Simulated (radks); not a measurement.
Problem. Neutral zinc, configuration [Ar] 3d10 4s2. All-electron calculation, scalar-relativistic Kohn-Sham, LDA (Slater exchange, Perdew-Wang correlation), spin-polarised, spherical densities, finite nucleus; Fermi nuclear charge, rms radius 3.9283 fm. Program: a radial shooting solver on a logarithmic mesh with Libxc functionals. Some entries of the table are withheld. Estimate them.

orbital,occ.,eigenvalue (hartree),r(max) (bohr)
1s,2,(1),0.03296
2s,2,-42.48820,0.1896
2p,6,-36.87623,0.1521
3s,2,-4.72691,0.5886
3p,6,-3.05988,0.5920
3d,10,(2),0.5635
4s,2,-0.22856,(3)
4p,0,(4),3.031

Solution. 
(1) 1s eigenvalue (hartree): -349.3797
(2) 3d eigenvalue (hartree): -0.38310
(3) 4s r(max) (bohr): 2.077
(4) 4p eigenvalue (hartree): -0.04519
